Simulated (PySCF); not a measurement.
## Molecular orbitals of Be₂⁺

ωB97X at R = 2.208 Å; PySCF, no relativity, basis sets Be aug-pcseg-1. State: ²Σu⁺ (doublet), unpaired electrons σ ↑. Only the outer orbitals are listed.

| spin | orbital | occ. | ε (eV) | main shells (%) |
| --- | --- | --- | --- | --- |
| α | σg | 1 | -17.65 | 92 s |
| α | σu | 1 | -13.39 | 84 s, 16 p |
| α | σg | 0 | -6.39 | 87 p, 13 s |
| α | πu | 0 | -5.96 | 100 p |
| α | πu | 0 | -5.96 | 100 p |
| β | σg | 1 | -17.16 | 80 s, 20 p |
| β | σu | 0 | -7.53 | 92 s, 8 p |
| β | σg | 0 | -5.77 | 77 p, 23 s |
| β | πu | 0 | -5.60 | 100 p |

Problem. Which are the highest filled and the lowest empty level, where do they sit, and how wide is the gap?

Solution. Highest filled α σu at -13.39 eV (in %: 84 s, 16 p); lowest empty β σu at -7.53 eV (in %: 92 s, 8 p); the gap at ωB97X is 5.86 eV.

The bond order (Mayer) is 0.86. The ⟨S²⟩ is 0.777.

The state was picked by a PBE0 search and need not be the measured ground state.
